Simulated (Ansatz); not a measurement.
Ansatz (a program for electronic structure) input:

Ansatz 0.2 input:
```yaml
crystal:
  periodic: [false, false, false]
  atoms:
    - {symbol: Hf, position_ang: [0.06899858, 0.13824976, 0.11353732]}
    - {symbol: O, position_ang: [0.79805456, -0.42960949, -1.41901862]}
    - {symbol: O, position_ang: [-1.41904176, -0.81463831, 0.39718275]}
basis:
  gaussian:
    orbitals: def2-TZVP
hamiltonian:
  xc: b3lyp
  dispersion: d3bj
phonons: {temperatures: {t_min: 298.15, t_max: 298.15, t_step: 100}}
```

Task: Predict the final energy.

Result: -198.57082 Eh (B3LYP-D3(BJ)/def2-TZVP). The basis has 102 functions.
